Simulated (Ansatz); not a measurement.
## Which is lower?

The two ends of one reaction step of SiH3SF3, closed shell (PBE0-D4/def2-TZVP).

A:

```
8
angstrom
Si 0.3143 0.0934 -0.8606
S 1.2217 -1.1191 0.5791
F 1.1418 0.1639 -2.1976
F 0.1264 1.5820 -0.3870
F -1.1019 -0.5093 -1.1775
H -1.7665 0.1613 2.0136
H -2.3060 0.0480 1.5101
H 2.3702 -0.4203 0.5198
```

B:

| atom | x (Å) | y (Å) | z (Å) |
| --- | --- | --- | --- |
| Si1 | -0.5883 | 0.8679 | -0.7784 |
| S2 | 0.4407 | -1.4774 | 1.7467 |
| F3 | 0.7458 | 1.4232 | -0.1497 |
| F4 | -1.0415 | 1.8968 | -1.8837 |
| F5 | -0.2676 | -0.4887 | -1.5132 |
| H6 | 1.5641 | -0.7453 | 1.6944 |
| H7 | -1.6430 | 0.7168 | 0.2173 |
| H8 | 0.7895 | -2.1933 | 0.6666 |

Computed with Ansatz 0.2.0 (basis: def2-TZVPP); correlated methods freeze the cores. B3LYP uses VWN-RPA correlation.

(1) Which structure is lower at CCSD(T), and by how much? (An estimate is asked for; the value comes from the calculation.)

The T1 diagnostic stays at or below 0.012.

Results:

(1) By the calculation: A, by 21.2 kJ/mol (electronic energy, against the other). By their contacts, A is a complex of SiHSF₃ ([F][Si]([F])([F])[SH]) + H₂ and B is a complex of SiHF₃ ([F][SiH]([F])[F]) + H₂S.

All methods give the same order:

| method | E(B) − E(A) (kJ/mol) |
| --- | --- |
| SPW92 | 24.7 |
| PBE-D4 | 29.6 |
| BLYP-D4 | 24.1 |
| r2SCAN-D4 | 31.3 |
| B97M-V | 29.5 |
| PBE0-D4 | 27.0 |
| B3LYP-D4 | 21.6 |
| r2SCAN0-D4 | 28.2 |
| BHLYP-D4 | 17.9 |
| CAM-B3LYP-D4 | 17.8 |
| wB97X-V | 23.3 |
| wB97M-V | 24.7 |
| B2PLYP | 21.2 |
| PBE-QIDH | 26.2 |
| RPA on PBE | 17.3 |
| HF | 8.1 |
| MP2 | 27.6 |
| CCSD | 17.3 |
| CCSD(T) | 21.2 |

Labels in which every atom is bracketed show which atoms are joined, not bond orders.

For scale, one of the runs: CCSD(T)/def2-TZVPP, 219 basis functions, launched by `ansatz run in.yaml --threads 4 --pin off --events-out ev --progress --plain --max-ram 9574MiB`. The run took 110 s on 4 CPU threads of an Arm Neoverse V2 (shared host), with 3.4 GiB of host memory at its peak.
